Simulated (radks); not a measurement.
All-electron atom: F II in [He] 2s2 2p4. Method: scalar-relativistic Kohn-Sham, r2SCAN, spin-polarised, spherical densities, finite nucleus; open shells are filled with parallel spins first; meta-GGA in the generalised Kohn-Sham scheme; Fermi nuclear charge, rms radius 2.8976 fm; computed with a radial shooting solver on a logarithmic mesh with Libxc functionals. Some entries of the table are withheld. Estimate them.

orbital  occ.  eigenvalue (Ry)  <r> (bohr)  r(max) (bohr)
1s up       1        -50.79781      0.1764            (1)
1s down     1        -50.63920      0.1757            (2)
2s up       1         -3.76234      0.9492         0.7466
2s down     1         -3.39037      0.9766         0.7592
2p up       3         -2.27417      0.9592            (3)
2p down     1         -1.88026       1.018            (4)

Answer. 
(1) 1s up r(max) (bohr): 0.1144
(2) 1s down r(max) (bohr): 0.1143
(3) 2p up r(max) (bohr): 0.6767
(4) 2p down r(max) (bohr): 0.7023
